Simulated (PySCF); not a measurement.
Optical rotation: `F[SiH2][C@H]1C[C@H](O[SiH3])O1`, C₃H₉FO₂Si₂

Molfile (atoms numbered from 1):
```
C3H9FO2Si2
     RDKit          3D

 17 17  0  0  0  0  0  0  0  0999 V2000
   -3.6462   -0.7943    0.4483 F   0  0  0  0  0  0  0  0  0  0  0  0
   -2.5754    0.3604    0.8025 Si  0  0  0  0  0  4  0  0  0  0  0  0
   -0.8625   -0.3541    0.3935 C   0  0  1  0  0  0  0  0  0  0  0  0
   -0.4498   -0.4437   -1.0823 C   0  0  0  0  0  0  0  0  0  0  0  0
    0.5429    0.6708   -0.7283 C   0  0  2  0  0  0  0  0  0  0  0  0
    1.8617    0.3719   -0.9047 O   0  0  0  0  0  0  0  0  0  0  0  0
    2.8019   -0.2253    0.2949 Si  0  0  0  0  0  4  0  0  0  0  0  0
    0.1425    0.6689    0.6326 O   0  0  0  0  0  0  0  0  0  0  0  0
   -2.7145    0.6295    2.2224 H   0  0  0  0  0  0  0  0  0  0  0  0
   -2.9002    1.4682   -0.0819 H   0  0  0  0  0  0  0  0  0  0  0  0
   -0.6173   -1.2539    0.9685 H   0  0  0  0  0  0  0  0  0  0  0  0
    0.0468   -1.3688   -1.3642 H   0  0  0  0  0  0  0  0  0  0  0  0
   -1.2083   -0.1849   -1.8165 H   0  0  0  0  0  0  0  0  0  0  0  0
    0.3439    1.6446   -1.2019 H   0  0  0  0  0  0  0  0  0  0  0  0
    2.9609    0.7352    1.3826 H   0  0  0  0  0  0  0  0  0  0  0  0
    4.0009   -0.4299   -0.5036 H   0  0  0  0  0  0  0  0  0  0  0  0
    2.2656   -1.4826    0.8271 H   0  0  0  0  0  0  0  0  0  0  0  0
  1  2  1  0
  2  3  1  0
  3  4  1  0
  4  5  1  0
  5  6  1  0
  6  7  1  0
  5  8  1  0
  8  3  1  0
  2  9  1  0
  2 10  1  0
  3 11  1  1
  4 12  1  0
  4 13  1  0
  5 14  1  6
  7 15  1  0
  7 16  1  0
  7 17  1  0
M  END
```

Computed with TDDFT BHandHLYP/def2-SVPD circular dichroism and optical rotation, one conformer, gas phase in PySCF 2.14.0. Geometry: GFN2-xTB.

The molecule is flexible and this is one conformer; a measurement averages over conformers.

Stereocentres: C3 S, C5 S.

Give the optical rotatory dispersion at 633, 589.3, 546, 436, 405, 365, 355 nm.

[α] in deg dm⁻¹ (g/mL)⁻¹:
| λ (nm) | origin-invariant length gauge | modified velocity gauge | length gauge (centre of mass) | isotropic polarisability (au) |
| --- | --- | --- | --- | --- |
| 633 | +31.2 | +37.5 | +31.1 | 88.2 |
| 589.3 | +37.2 | +44.5 | +37.1 | 88.5 |
| 546 | +45.2 | +53.8 | +45.0 | 88.9 |
| 436 | +83.5 | +97.6 | +83.2 | 90.4 |
| 405 | +103.8 | +120.5 | +103.5 | 91.0 |
| 365 | +143.8 | +165.1 | +143.3 | 92.2 |
| 355 | +157.5 | +180.2 | +156.9 | 92.6 |

And for the mirror image at 589.3 nm?

-37.2 deg dm⁻¹ (g/mL)⁻¹ (origin-invariant length gauge): the same size and the opposite sign.

What is the molar rotation [Φ] = [α]·M/100 of the geometry above at 589.3 nm?

With M = 152.27 g/mol, +56.7 deg cm² dmol⁻¹ (origin-invariant length gauge).

The first excitation lies at 6.94 eV (179 nm) with R = -3.3 × 10⁻⁴⁰ esu² cm² (velocity form).
